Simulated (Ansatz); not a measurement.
Level of theory: Ansatz (an electronic-structure program) with frozen-core CCSD(T)/def2-TZVPP // BP86-D3(BJ)/def2-SVP.

Ansatz 0.2 input:
```yaml
crystal:
  periodic: [false, false, false]
  atoms:
    - { symbol: Zr, position_ang: [-0.309989, -0.202155, -0.177188] }
    - { symbol: N, position_ang: [-0.912654, -2.04811, 0.449093] }
    - { symbol: H, position_ang: [-0.324625, -2.89329, 0.452765] }
    - { symbol: H, position_ang: [-1.804449, -2.294494, 0.899423] }
    - { symbol: N, position_ang: [1.1648, -0.204371, -1.587117] }
    - { symbol: H, position_ang: [1.448515, 0.609981, -2.149609] }
    - { symbol: H, position_ang: [1.814016, -0.970912, -1.81023] }
    - { symbol: N, position_ang: [-1.813039, 1.140989, -0.494588] }
    - { symbol: H, position_ang: [-1.783145, 1.985425, -1.081792] }
    - { symbol: H, position_ang: [-2.721787, 1.137466, -0.010555] }
    - { symbol: H, position_ang: [0.560468, 0.496555, 1.344049] }
basis:
  gaussian: { orbitals: def2-TZVPP }
correlation:
  method: ccsd_t
```

Output:

```
Functional definition: HF
1481 factors; integrals over basis functions are off by at most 1.1e-3 eV
mean field evaluation 1: about -5818.5246 eV, gradient 6.4e1 eV
mean field evaluation 2: about -5818.6239 eV, gradient 6.4e1 eV
mean field evaluation 4: about -5826.7245 eV, gradient 4.0e0 eV
mean field evaluation 8: about -5826.8140 eV, gradient 2.8e-1 eV
mean field evaluation 16: about -5818.5247 eV, gradient 6.4e1 eV
mean field -5826.81448172 eV, -214.1314826466 hartree, gradient 1.0e-6 eV, S^2 0.000000; 0 other end points of the search recorded, 0 dependent functions left out
3 core orbitals not correlated
reference -5826.81448172 eV, -214.1314826466 hartree; 17, 17 occupied and 227, 227 virtual orbitals, 1481 factors
second order -27.66107292 eV of doubles, -0.00000000 eV of singles
cycle   1  -27.47002219 eV  change    1.9e-1 eV  update   1.4e-1
cycle   2  -28.11484699 eV  change   -6.4e-1 eV  update   5.1e-2
cycle   3  -28.33229694 eV  change   -2.2e-1 eV  update   2.9e-2
cycle   4  -28.31726859 eV  change    1.5e-2 eV  update   9.2e-3
cycle   5  -28.31060030 eV  change    6.7e-3 eV  update   4.1e-3
cycle   6  -28.31250760 eV  change   -1.9e-3 eV  update   1.2e-3
cycle   7  -28.31214615 eV  change    3.6e-4 eV  update   5.2e-4
cycle   8  -28.31206675 eV  change    7.9e-5 eV  update   1.5e-4
cycle   9  -28.31214990 eV  change   -8.3e-5 eV  update   6.6e-5
cycle  10  -28.31213233 eV  change    1.8e-5 eV  update   2.1e-5
perturbative correction -1.21391587 eV, -0.0446105853 hartree
Total energy: -5856.34052992 eV, -215.2165449043 hartree
```

Cost: roughly 13 core-minutes.
